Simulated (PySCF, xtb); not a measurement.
Si(H)2(Me)(OMe) (C₂H₈OSi), SMILES O([SiH2]C)C. One conformer was computed; it need not be the lowest.

Harmonic wavenumbers (cm⁻¹) from GFN2-xTB in xtb at its own minimum, in rising order: 86, 106, 113, 156, 275, 490, 609, 694, 757, 788, 827, 828, 869, 1135, 1138, 1160, 1375, 1419, 1483, 1487, 1491, 1492, 2175, 2216, 2944, 2958, 2990, 3045, 3047, 3058.

What does PBE0-D3(BJ)/def2-SVP in PySCF 2.14.0 give at its own minimum? (An estimate is asked for; the answer gives what the named calculation found.)

81, 109, 153, 157, 275, 499, 674, 727, 769, 787, 873, 940, 981, 1177, 1181, 1227, 1266, 1424, 1430, 1475, 1477, 1478, 2194, 2203, 3003, 3063, 3076, 3132, 3169, 3175. Paired by order, the mean absolute difference is 47 cm⁻¹ and the zero-point energies are 58.9 and 60.3 kcal/mol.
